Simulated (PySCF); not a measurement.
Cl3GeH3Si, SMILES [SiH3][Ge]([Cl])([Cl])[Cl].

Coordinates come from a B3LYP-D3(BJ)/def2-SVP optimisation.

Vertical ionisation energy (IE) and electron affinity (EA) in eV. Rows of orbital energies are one-electron estimates. Where ΔSCF, EOM or ADC give a negative EA the extra electron is unbound and the value depends on the basis.

| level | IE | EA |
|---|---|---|
| −ε(HOMO), −ε(LUMO), M06-2X/def2-TZVP (PySCF) | 9.79 | 0.63 |
| −ε(HOMO), −ε(LUMO), PBE/def2-TZVP (PySCF) | 7.50 | 2.67 |
